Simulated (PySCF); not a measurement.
# How methods differ on the ionisation energy of Ga⁺

Ga⁺ [Ar] 3d10 4s2 (1S) → Ga²⁺ [Ar] 3d10 4s1 (2S), as a difference of total energies. Computed with PySCF 2.14 in def2-SVP, with the non-relativistic Hamiltonian (point nucleus). Correlated levels: valence: [Ar] 3d10 frozen. The calculations carry no spin-orbit coupling.

```
           method  ionisation energy (eV)  difference from reference (eV)
              UHF                  18.460                          -2.055
             MN15                  20.083                          -0.432
             PBE0                  20.144                          -0.371
    MP2 (valence)                  19.126                          -1.389
SCS-MP2 (valence)                  19.260                          -1.255
   CCSD (valence)                  19.452                          -1.063
```

Reference: 20.515 eV (measured; NIST Atomic Spectra Database, ionization energies).

These non-relativistic numbers lack the scalar-relativistic shift.

Errors of the correlated levels include the incompleteness of this basis and the frozen core.

With two correlated electrons CCSD is exact in that space.
